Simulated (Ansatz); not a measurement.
Basis sets compared for (OH)2Zr(OSiH2)2O (ZrSi2O5H6). Total charge 0; singlet. Geometry B3LYP-D4/def2-SVP. Ansatz on 4 threads of Arm Neoverse V1 on a shared host; times are rough, and most runs start from earlier orbitals.

```xyz
14

Zr    0.449   -1.373   -0.298
O    -0.240   -2.941    0.595
O     1.792   -1.757   -1.631
O    -1.006   -0.272   -1.046
Si   -1.574    1.268   -0.772
O    -0.641    1.955    0.426
Si    0.650    1.526    1.389
O     1.090   -0.030    0.996
H    -0.552   -3.746    1.010
H     2.455   -1.985   -2.285
H    -1.446    2.086   -2.007
H    -2.986    1.217   -0.311
H     1.778    2.458    1.122
H     0.230    1.593    2.813
```

In the def2 sets Zr takes a core potential; there is no spin–orbit coupling.

Binding counts from free atoms (Zr triplet, O triplet, Si triplet, H doublet) in the same basis, without a counterpoise term.

```csv
level,functions,energy (Eh),HOMO (eV),LUMO (eV),binding per atom (eV),wall time
PBE-D4/def2-SVP,167,-1005.0647,-6.66,-1.16,–,2.8 s
PBE-D4/def2-TZVP,305,-1005.7525,-6.82,-1.36,–,5.5 s
r2SCANh-D4/def2-TZVP (with forces),305,-1006.1846,-7.68,-0.77,–,19 s
PBE0-D4/def2-SVP,167,-1005.0907,-8.11,-0.34,4.45,3.8 s
PBE0-D4/def2-TZVP,305,-1005.7751,-8.22,-0.50,4.46,9.5 s
```

Question: Estimate the rows for PBE-D4/def2-TZVPD, r2SCANh-D4/def2-TZVPD, PBE0-D4/def2-TZVPD.

Answer: 
```json
{"level": "PBE-D4/def2-TZVPD", "functions": "380", "energy (Eh)": "-1005.7566", "HOMO (eV)": "-6.87", "LUMO (eV)": "-1.42", "binding per atom (eV)": "–", "wall time": "9 s"}
{"level": "r2SCANh-D4/def2-TZVPD", "functions": "380", "energy (Eh)": "-1006.1876", "HOMO (eV)": "-7.70", "LUMO (eV)": "-0.81", "binding per atom (eV)": "–", "wall time": "23 s"}
{"level": "PBE0-D4/def2-TZVPD", "functions": "380", "energy (Eh)": "-1005.7786", "HOMO (eV)": "-8.25", "LUMO (eV)": "-0.58", "binding per atom (eV)": "4.46", "wall time": "15 s"}
```
